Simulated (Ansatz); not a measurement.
Isolated molecules relaxed with PBE0-D4/def2-TZVP in Ansatz; ΔE leaves out vibrations. CCSD(T)/CBS adds triple-zeta CCSD(T) − MP2 to the extrapolated MP2 energy (def2 sets, frozen cores). This one scheme is used for every species. Functionals use def2-TZVPP. def2 core potentials past Kr. For Sb outer-core shells are correlated without core-valence functions, which leaves a few kJ/mol of doubt a bond.

Reaction (hydrogenolysis of the Si–C bond): `C[SiH](Cl)[SbH2]` + H₂ → `Cl[SiH2][SbH2]` + CH₄

`C[SiH](Cl)[SbH2]`:

Z-matrix (Å, degrees):
```
C
Si 1 1.861
H 1 1.093 2 110.4
H 1 1.093 2 109.8 3 119.9
H 1 1.091 2 110.6 3 -120.4
Cl 2 2.071 1 108.6 3 58.5
Sb 2 2.573 1 114.7 3 178.2
H 2 1.487 1 110.6 3 -58.0
H 7 1.710 2 89.9 1 -41.2
H 7 1.712 2 89.8 1 50.0
```

H₂:

```xyz
2

H    -0.245   -0.036   -0.279
H     0.245    0.036    0.279
```

`Cl[SiH2][SbH2]`:

```xyz
7

Cl   -2.166   -0.098    0.490
Si   -0.470    0.748   -0.316
Sb    1.638   -0.676    0.037
H    -0.711    0.934   -1.769
H    -0.288    2.077    0.320
H     1.215   -0.911    1.674
H     0.783   -2.075   -0.437
```

CH₄:

```xyz
5

C     0.000    0.000    0.000
H    -0.242   -0.863    0.620
H    -0.545   -0.065   -0.941
H     1.071    0.014   -0.201
H    -0.284    0.913    0.522
```

| level | ΔE (kcal/mol) | difference from CCSD(T)/CBS |
| --- | --- | --- |
| PBE-D4 | -3.4 | 0.3 |
| revPBE-D4 | -2.3 | 1.4 |
| r2SCAN-D4 | -3.7 | 0.0 |
| B97M-V | -5.2 | -1.5 |
| ωB97X-V | -4.5 | -0.8 |
| BLYP | -7.1 | -3.4 |
| BHLYP | -7.6 | -3.9 |
| LC-ωPBE | -5.3 | -1.6 |
| RPA@PBE/def2-TZVPP | -4.9 | -1.2 |
| HF/def2-SVP | -11.3 | -7.6 |
| CCSD/def2-SVP | -8.2 | -4.5 |
| CCSD(T)/def2-SVP | -7.5 | -3.8 |
| MP2/def2-TZVPP | -2.8 | 0.9 |
| CCSD/def2-TZVPP | -5.5 | -1.8 |
| MP2/CBS(def2) | -2.0 | 1.7 |
| CCSD/CBS(def2) | -4.7 | -1.0 |
| CCSD(T)/CBS | -3.7 | 0 |

Largest T1 diagnostic among the species: 0.012.

In def2-TZVPP, CCSD(T) changes the Hartree–Fock value by +5.5 kcal/mol (the triples alone add +1.0 kcal/mol) and MP2 by +7.1 kcal/mol. The D4 term adds +2.6 kcal/mol with B3LYP and +1.5 kcal/mol with PBE0; it sums over pairs of atoms, weighted by their polarisabilities, and B3LYP, whose exchange is more repulsive, gets the larger term. Leaving LDA and LC-ωPBE aside and taking each functional with its dispersion term where it has one, the values, not all of them listed here, spread over 3.3 kcal/mol, from B2PLYP to revPBE-D4. LDA lies +1.7 kcal/mol from PBE without D4.

B3LYP here is the variant with VWN-RPA as its local correlation; programs differ in this.
